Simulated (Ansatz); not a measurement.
Relaxation of GeH₄O₂ (7 atoms, charge 0, multiplicity 1), to a largest force component of 0.03 eV/Å in at most 50 steps.

Level of theory: RKS B3LYP-D4/def2-SVP (Ansatz).

```xyz
7
Properties=species:S:1:pos:R:3
Ge -0.066 0.146 -0.908
O 1.228 0.056 1.746
H 0.707 -0.759 1.674
H 1.886 -0.075 1.026
H -1.433 0.988 -0.651
O -0.623 -1.393 -0.110
H -1.517 -1.333 0.259
```

Where does it end, and by what steps?

The forces met the threshold. After 8 steps the energy has fallen by 0.265 eV; O2 moved furthest, 0.53 Å.

```csv
step,energy less start (eV),largest force component (eV/Å),accepted
0,0.0000,0.921,yes
1,-0.0309,1.582,yes
2,-0.0831,1.409,yes
3,-0.1888,1.272,yes
4,-0.2254,0.826,yes
5,-0.2585,0.521,yes
6,-0.2643,0.079,yes
7,-0.2627,0.161,no
8,-0.2652,0.025,yes
```

```xyz
7
Properties=species:S:1:pos:R:3
Ge 0.046 0.080 -0.816
O 0.973 0.163 1.295
H 0.524 -0.708 1.378
H 1.916 -0.052 1.225
H -1.179 1.014 -0.317
O -0.600 -1.484 -0.035
H -1.499 -1.385 0.306
```

Time of the run: 28 s on 1 thread of Arm Neoverse V1 (shared host), peak memory 0.15 GiB.
